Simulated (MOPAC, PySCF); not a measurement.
[Mo(Cl)(OH)5], neutral singlet in the gas phase. 

Cartesian coordinates (Å):
```xyz
12

Mo     0.3248    -0.0848    -0.2716
Cl    -1.7306     0.3201     1.1840
O      0.5722     1.7366     0.1262
H     -0.0344     2.2094     0.7170
O     -0.8993     0.4263    -1.6074
H     -1.8057     0.6990    -1.3988
O     -0.4197    -1.8028    -0.3030
H     -1.2346    -2.0281     0.1726
O      1.0719    -0.5004     1.3850
H      0.6060    -0.5171     2.2349
O      1.7478    -0.2931    -1.4276
H      1.8933     0.1129    -2.2965
```
Charge 0, spin multiplicity 1.

All levels are single points at this geometry (r2SCAN-D4/def2-SVP); Pople sets use spherical d functions. Orbital energies aren't observables, and empty levels follow the basis.

TPSSh-D3(BJ)/def2-TZVP in PySCF gives dipole (D) = 1.16.

Q: Estimate the dipole (D) from each of these levels: B3LYP-D3(BJ)/def2-TZVP in PySCF; PBE-D3(BJ)/def2-TZVP in PySCF; B3LYP/6-311+G** (LANL2DZ on Mo) in PySCF; B3LYP/6-31G* (LANL2DZ on Mo) in PySCF; BP86/6-31G* (LANL2DZ on Mo) in PySCF; M06-2X/6-31G* (LANL2DZ on Mo) in PySCF; PBE/6-31G* (LANL2DZ on Mo) in PySCF; SVWN5/6-31G* (LANL2DZ on Mo) in PySCF; HF/6-31G* (LANL2DZ on Mo) in PySCF; AM1 in MOPAC; PM6 in MOPAC; PM7 in MOPAC.

A: 
```tsv
level	dipole (D)
B3LYP-D3(BJ)/def2-TZVP in PySCF	1.08
PBE-D3(BJ)/def2-TZVP in PySCF	1.14
B3LYP/6-311+G** (LANL2DZ on Mo) in PySCF	0.98
B3LYP/6-31G* (LANL2DZ on Mo) in PySCF	1.11
BP86/6-31G* (LANL2DZ on Mo) in PySCF	1.17
M06-2X/6-31G* (LANL2DZ on Mo) in PySCF	1.12
PBE/6-31G* (LANL2DZ on Mo) in PySCF	1.16
SVWN5/6-31G* (LANL2DZ on Mo) in PySCF	1.06
HF/6-31G* (LANL2DZ on Mo) in PySCF	1.06
AM1 in MOPAC	1.80
PM6 in MOPAC	1.20
PM7 in MOPAC	1.86
```
